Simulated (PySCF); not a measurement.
CAuO, SMILES O=[C+][Au], charge +1, multiplicity 1.

The structure is a stationary point at B3LYP-D3(BJ)/def2-TZVP. The spin state was assumed, not searched. The def2 effective core potentials stand for the cores of Au; spin–orbit coupling is left out.

Level of theory: TDA-ωB97X/def2-TZVPD run with PySCF.

Vertical excitations; the highest root listed may be one member of a degenerate set. Gas-phase values at a fixed geometry. State labels are in the subgroup C2v.

Q: List the lowest excited states. (An estimate is asked for; the answer gives what the named calculation found.)

A: 
```
state  symmetry  energy (eV)  λ (nm)      f                                     main pairs
-----  --------  -----------  ------  -----  ---------------------------------------------
S1           A1         4.37     284  0.010                                 HOMO→LUMO 98 %
S2           A1         4.57     271  0.000                   HOMO−1→LUMO (degenerate set)
S3           A2         4.57     271  0.000                   HOMO−2→LUMO (degenerate set)
S4           B2         5.41     229  0.006                   HOMO−3→LUMO (degenerate set)
S5           B1         5.41     229  0.006                   HOMO−4→LUMO (degenerate set)
S6           B2         6.54     190  0.061                   HOMO→LUMO+2 (degenerate set)
S7           B1         6.54     190  0.061                   HOMO→LUMO+1 (degenerate set)
S8           B2         7.15     173  0.000  HOMO−1→LUMO+2, HOMO−2→LUMO+1 (degenerate set)
S9           B1         7.15     173  0.000  HOMO−1→LUMO+1, HOMO−2→LUMO+2 (degenerate set)
S10          B1         7.47     166  0.076         HOMO−2→LUMO+2 46 %, HOMO−1→LUMO+1 46 %
T1           A1         3.50     354      0                                 HOMO→LUMO 98 %
T2           A1         4.20     296      0                   HOMO−1→LUMO (degenerate set)
T3           A2         4.20     296      0                   HOMO−2→LUMO (degenerate set)
T4           B2         4.77     260      0                               HOMO−3→LUMO 97 %
```
Triplets are in the Tamm–Dancoff approximation.
